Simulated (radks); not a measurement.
Task: All-electron atom: Cs in [Xe] 6s1. All-electron calculation, scalar-relativistic Kohn-Sham, r2SCAN, spin-polarised, spherical densities, finite nucleus; open shells are filled with parallel spins first (spin-orbit coupling, left out, can overturn this in heavy ions); meta-GGA in the generalised Kohn-Sham scheme; Fermi nuclear charge, rms radius 4.8041 fm. Program: a radial shooting solver on a logarithmic mesh with Libxc functionals. Some entries of the table are withheld. Estimate them.

orbital  occ.  eigenvalue (eV)  r(max) (bohr)  <r^2> (bohr^2)
1s up       1        -35859.03        0.01678       0.0009255
1s down     1        -35859.02        0.01678       0.0009255
2s up       1        -5642.843        0.09483         0.01483
2s down     1        -5642.841        0.09483         0.01483
2p up       3        -5058.745        0.07620         0.01178
2p down     3        -5058.743        0.07620         0.01178
3s up       1        -1180.127         0.2721          0.1018
3s down     1        -1180.123         0.2721          0.1018
3p up       3        -990.9914         0.2663          0.1020
3p down     3        -990.9870         0.2663          0.1020
3d up       5        -713.7396         0.2207         0.08838
3d down     5        -713.7353         0.2207         0.08838
4s up       1        -225.3457         0.6429          0.5454
4s down     1        -225.3339         0.6429          0.5454
4p up       3        -164.5439         0.6730             (1)
4p down     3        -164.5315         0.6730             (2)
4d up       5         -75.7424            (3)          0.8160
4d down     5         -75.7244            (4)          0.8158
5s up       1         -27.6022          1.550           3.460
5s down     1         -27.5646          1.550           3.470
5p up       3         -14.0170          1.780           4.993
5p down     3         -13.9750          1.780           4.928
6s up       1          -2.3221          4.837           36.48

Result: 
(1) 4p up <r^2> (bohr^2): 0.6223
(2) 4p down <r^2> (bohr^2): 0.6223
(3) 4d up r(max) (bohr): 0.7205
(4) 4d down r(max) (bohr): 0.7205
